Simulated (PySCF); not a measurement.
# S(2+): ionisation energy

S(2+) [Ne] 3s2 3p2 (3P) → S(3+) [Ne] 3s2 3p1 (2P), as a difference of total energies. Calculation: PySCF 2.14, in aug-cc-pwCVDZ (6s5p3d, 36 functions); the non-relativistic Hamiltonian (point nucleus). Correlated levels: valence: [Ne] frozen. The calculations carry no spin-orbit coupling.

| method | ionisation energy (eV) |
| --- | --- |
| UHF | 34.144 |
| MP2 (valence) | 34.488 |
| SCS-MP2 (valence) | 34.403 |
| CCSD (valence) | 34.528 |
| CCSD(T) (valence) | 34.538 |
| CCSDT (valence) | 34.541 |

How much does correlation contribute at CCSD(T) (valence)?

34.538 − (34.144) = 0.394 eV, measured against UHF.

A first-order spin-orbit estimate (lowest level to lowest level, LS coupling) adds -0.008 eV.

Errors of the correlated levels include the incompleteness of this basis and the frozen core.

For comparison: 34.86 ± 0.04 eV (semi-empirical (NIST evaluation); NIST Atomic Spectra Database, ionization energies).
